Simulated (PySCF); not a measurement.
Isomers of C6H14S2Si.

All values: PBE0/pcSseg-1 (PySCF) at GFN2-xTB geometries, gas phase, one conformer each.

**Question.** Rank by the highest IAO charge on any atom, lowest value first.
A. `[CH3:1][C:2]([CH3:3])([CH3:4])[SiH:5]1[S:6][CH2:7][CH2:8][S:9]1` with C2–Si5–S6–C7 -142°, Si5–S6–C7–C8 48°, S6–C7–C8–S9 -61°, C7–C8–S9–Si5 36°
B. `[CH3:1][S:2][Si@@H:3]1[CH2:4][C@H:5]1[S:6][CH:7]([CH3:8])[CH3:9]` with C1–S2–Si3–C4 -89°, C4–C5–S6–C7 -94°, C5–S6–C7–C8 -164°
C. `[CH3:1][S:2][Si@H:3]([CH3:4])[S:5][C:6]1([CH3:7])[CH2:8][CH2:9]1` with C1–S2–Si3–C4 163°, S2–Si3–S5–C6 165°, Si3–S5–C6–C7 66°
D. `[CH3:1][S:2][C@:3]1([SiH3:4])[CH2:5][CH2:6][CH2:7][S:8][CH2:9]1` with C1–S2–C3–Si4 -83°, S2–C3–C5–C6 -65°, C3–C5–C6–C7 -61°, C5–C6–C7–S8 64°, C6–C7–S8–C9 -57°

**Answer.** D (+0.589 e), B (+0.708 e), A (+0.726 e), C (+0.759 e).

**Question.** Rank by HOMO energy, lowest first.
A. `[CH3:1][S:2][C@:3]1([SiH3:4])[CH2:5][CH2:6][CH2:7][S:8][CH2:9]1` with C1–S2–C3–Si4 -83°, S2–C3–C5–C6 -65°, C3–C5–C6–C7 -61°, C5–C6–C7–S8 64°, C6–C7–S8–C9 -57°
B. `[CH3:1][S:2][Si@H:3]([CH3:4])[S:5][C:6]1([CH3:7])[CH2:8][CH2:9]1` with C1–S2–Si3–C4 163°, S2–Si3–S5–C6 165°, Si3–S5–C6–C7 66°
C. `[CH3:1][C:2]([CH3:3])([CH3:4])[SiH:5]1[S:6][CH2:7][CH2:8][S:9]1` with C2–Si5–S6–C7 -142°, Si5–S6–C7–C8 48°, S6–C7–C8–S9 -61°, C7–C8–S9–Si5 36°

**Answer.** C (-6.88 eV), B (-6.69 eV), A (-6.11 eV).

**Question.** Rank by LUMO energy, highest first.
A. `[CH3:1][S:2][C@:3]1([SiH3:4])[CH2:5][CH2:6][CH2:7][S:8][CH2:9]1` with C1–S2–C3–Si4 -83°, S2–C3–C5–C6 -65°, C3–C5–C6–C7 -61°, C5–C6–C7–S8 64°, C6–C7–S8–C9 -57°
B. `[CH3:1][S:2][Si@H:3]([CH3:4])[S:5][C:6]1([CH3:7])[CH2:8][CH2:9]1` with C1–S2–Si3–C4 163°, S2–Si3–S5–C6 165°, Si3–S5–C6–C7 66°
C. `[CH3:1][C:2]([CH3:3])([CH3:4])[SiH:5]1[S:6][CH2:7][CH2:8][S:9]1` with C2–Si5–S6–C7 -142°, Si5–S6–C7–C8 48°, S6–C7–C8–S9 -61°, C7–C8–S9–Si5 36°

**Answer.** A (0.56 eV), B (0.01 eV), C (-0.20 eV).

All values together:

```csv
SMILES,μ (D),HOMO (eV),LUMO (eV),lowest IAO charge (e),highest IAO charge (e),lowest Hirshfeld charge (e),highest Hirshfeld charge (e)
CS[Si@@H]1C[C@H]1SC(C)C,1.94,-6.16,-0.14,-0.538 (C),+0.708 (Si),-0.179 (C),+0.291 (Si)
CS[C@]1([SiH3])CCCSC1,1.19,-6.11,0.56,-0.503 (C),+0.589 (Si),-0.122 (C),+0.285 (Si)
CS[Si@H](C)SC1(C)CC1,2.12,-6.69,0.01,-0.715 (C),+0.759 (Si),-0.210 (C),+0.306 (Si)
CC(C)(C)[SiH]1SCCS1,0.57,-6.88,-0.20,-0.416 (C),+0.726 (Si),-0.124 (C),+0.306 (Si)
```

Conformers: `[CH3:1][S:2][Si@@H:3]1[CH2:4][C@H:5]1[S:6][CH:7]([CH3:8])[CH3:9]` with C1–S2–Si3–C4 -89°, C4–C5–S6–C7 -94°, C5–S6–C7–C8 -164°; `[CH3:1][S:2][C@:3]1([SiH3:4])[CH2:5][CH2:6][CH2:7][S:8][CH2:9]1` with C1–S2–C3–Si4 -83°, S2–C3–C5–C6 -65°, C3–C5–C6–C7 -61°, C5–C6–C7–S8 64°, C6–C7–S8–C9 -57°; `[CH3:1][S:2][Si@H:3]([CH3:4])[S:5][C:6]1([CH3:7])[CH2:8][CH2:9]1` with C1–S2–Si3–C4 163°, S2–Si3–S5–C6 165°, Si3–S5–C6–C7 66°; `[CH3:1][C:2]([CH3:3])([CH3:4])[SiH:5]1[S:6][CH2:7][CH2:8][S:9]1` with C2–Si5–S6–C7 -142°, Si5–S6–C7–C8 48°, S6–C7–C8–S9 -61°, C7–C8–S9–Si5 36°.
